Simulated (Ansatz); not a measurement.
A nudged elastic band was laid between two geometries of CH5FGe (8 atoms, charge 0, multiplicity 1).

All numbers below come from Ansatz 0.2.0, RHF/def2-SVP.

```yaml
movable_images: 5
climbing_image: yes
spring: 5.0 eV/Å²
optimiser: quadratic models (default)
start_path: through a guess of the saddle point
force_threshold: 0.03 eV/Å
iteration_limit: 60
end_points: relaxed
```

First end point:

```xyz
8
Properties=species:S:1:pos:R:3
Ge 0.197 0.030 0.406
H -0.280 -0.255 1.832
C 2.133 0.029 0.239
H 2.530 -0.953 0.499
H 2.431 0.264 -0.783
H 2.574 0.768 0.910
H -0.458 1.292 -0.158
F -0.397 -1.281 -0.564
```

Last end point:

```xyz
8
Properties=species:S:1:pos:R:3
Ge -1.465 -0.130 0.026
H 1.836 0.280 1.765
C 2.363 0.111 0.825
H 1.848 -0.650 0.238
H 2.411 1.042 0.260
H 3.375 -0.231 1.043
H -0.990 0.946 -1.041
F -0.649 -1.473 -0.736
```

Q: Which bonds break or form, and what moves?

A: Bonds broken: Ge1–H2, Ge1–C3. Bonds formed: H2–C3. CH5FGe becomes CH4 + FGeH.

Q: What energy profile does the band end with?

A: It converged. The highest image is number 3 of 0 to 6, 3.81 eV above the first end and 2.83 eV above the last; the last end lies 0.98 eV above the first. Neighbouring images differ by up to 3.6 eV, so the band resolves the path poorly. A vibrational analysis at the climbing image gives one clearly imaginary mode, 1629i cm⁻¹: a first-order saddle point. The orbitals stay closed-shell, which can raise the energy where a bond breaks towards radicals; this wasn't checked here.

```json
{"image": "0", "path coordinate (Å)": "0.00", "energy (eV)": "0.00", "Ge1–H2 (Å)": "1.53", "Ge1–C3 (Å)": "1.94", "H2–C3 (Å)": "2.91"}
{"image": "1", "path coordinate (Å)": "1.08", "energy (eV)": "0.03", "Ge1–H2 (Å)": "1.53", "Ge1–C3 (Å)": "1.95", "H2–C3 (Å)": "2.91"}
{"image": "2", "path coordinate (Å)": "2.16", "energy (eV)": "0.16", "Ge1–H2 (Å)": "1.51", "Ge1–C3 (Å)": "1.93", "H2–C3 (Å)": "2.66"}
{"image": "3", "path coordinate (Å)": "3.24", "energy (eV)": "3.81", "Ge1–H2 (Å)": "1.53", "Ge1–C3 (Å)": "2.26", "H2–C3 (Å)": "1.67"}
{"image": "4", "path coordinate (Å)": "4.10", "energy (eV)": "1.21", "Ge1–H2 (Å)": "2.15", "Ge1–C3 (Å)": "2.88", "H2–C3 (Å)": "1.11"}
{"image": "5", "path coordinate (Å)": "4.96", "energy (eV)": "0.99", "Ge1–H2 (Å)": "2.96", "Ge1–C3 (Å)": "3.49", "H2–C3 (Å)": "1.09"}
{"image": "6", "path coordinate (Å)": "5.83", "energy (eV)": "0.98", "Ge1–H2 (Å)": "3.75", "Ge1–C3 (Å)": "3.92", "H2–C3 (Å)": "1.09"}
```

Q: What is the geometry of the highest image?

A: 
```xyz
8
Properties=species:S:1:pos:R:3:forces:R:3
Ge -0.267 0.092 0.419 0.00 0.00 0.00
H 0.776 0.309 1.517 0.00 0.00 0.00
C 1.994 0.078 0.392 0.00 0.01 -0.01
H 2.091 -0.762 -0.295 0.00 -0.01 0.01
H 2.331 1.014 -0.048 0.00 0.00 0.00
H 2.547 -0.135 1.305 0.00 -0.01 0.00
H -0.306 0.879 -0.880 0.00 0.00 0.00
F -0.438 -1.581 -0.029 0.00 0.00 0.00
```

Run time: 2.1 min on 1 thread of Arm Neoverse V2 (shared host), peak memory 0.16 GiB.
